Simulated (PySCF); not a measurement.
Indium: a sound run and one with changed settings

Sound run: In [Kr] 4d10 5s2 5p1, In⁺ [Kr] 4d10 5s2. Computed with PySCF 2.14 in cc-pVTZ-PP with ECP28MDF (5s4p3d1f, 39 functions), with a scalar-relativistic core potential. The sound run starts from symmetry-adapted Hartree-Fock orbitals and uses a fine grid where one is needed.

A second run was set up differently.

| species | method | sound run (hartree) | changed run (hartree) | converged |
| --- | --- | --- | --- | --- |
| In | UHF | -189.21033 | -189.21033 | yes |
| In | PBE0 | -190.11388 | -186.46995 | yes |
| In | MN15 | -189.70618 | -187.79333 | yes |
| In⁺ | UHF | -189.01875 | -189.01875 | yes |
| In⁺ | PBE0 | -189.90753 | -186.21625 | yes |
| In⁺ | MN15 | -189.49859 | -187.59314 | yes |

Ionisation energy of In:

| method | sound run (eV) | changed run (eV) |
| --- | --- | --- |
| UHF | 5.213 | 5.213 |
| PBE0 | 5.615 | 6.904 |
| MN15 | 5.649 | 5.447 |

Problem. What was changed?
A. radial grid too coarse
B. basis contracted for another Hamiltonian
C. a valence shell is frozen
D. all electrons correlated in a valence basis

Solution. A. It used radial step 1.2 in ln r (0.13 in the sound run). A coarse radial grid mis-integrates the density and the exchange-correlation energy, with errors of either sign; Hartree-Fock needs no grid.
